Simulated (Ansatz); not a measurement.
Hf2(OH)8 (Hf₂O₈H₈). Charge 0, multiplicity 1. Geometry PBE-D4/def2-SVP, basis def2-TZVP, Ansatz.

| atom | x (Å) | y (Å) | z (Å) |
| --- | --- | --- | --- |
| Hf1 | -0.443 | -0.199 | -1.763 |
| O2 | -2.192 | 0.659 | -2.109 |
| O3 | 0.633 | 0.736 | -3.100 |
| O4 | -0.506 | -2.060 | -2.340 |
| O5 | 1.178 | 0.070 | -0.315 |
| Hf6 | 0.483 | 0.008 | 1.757 |
| O7 | 2.097 | 0.970 | 2.292 |
| O8 | -0.855 | 1.044 | 2.778 |
| O9 | 0.664 | -1.776 | 2.518 |
| O10 | -1.124 | -0.258 | 0.304 |
| H11 | -2.546 | 1.200 | -2.831 |
| H12 | 1.147 | 1.343 | -3.644 |
| H13 | -1.055 | -2.761 | -2.717 |
| H14 | 2.100 | 0.252 | -0.564 |
| H15 | 2.859 | 1.526 | 2.489 |
| H16 | -0.797 | 1.687 | 3.500 |
| H17 | 0.404 | -2.390 | 3.218 |
| H18 | -2.049 | -0.053 | 0.526 |

```tsv
run	HOMO (eV)	LUMO (eV)
A	-6.94	-0.38
B	-8.24	-0.15
C	-6.56	-0.88
D	-6.46	-0.87
E	-9.72	0.53
F	-10.66	1.04
```

In the def2 sets Hf takes a core potential; there is no spin–orbit coupling.

Q: The runs used BLYP, CAM-B3LYP, PBE, PBE0, r2SCAN, ωB97M-V. Estimate which is which.

A: A r2SCAN (0 % exact exchange); B PBE0 (25 % exact exchange); C PBE (0 % exact exchange); D BLYP (0 % exact exchange); E CAM-B3LYP (range-separated); F ωB97M-V (range-separated). Exact exchange lowers occupied and raises empty levels; among semilocal functionals meta-GGAs tend to open the gap a little, and such runs are hard to tell apart. The gap grows from 5.59 eV (BLYP) to 11.71 eV (ωB97M-V).
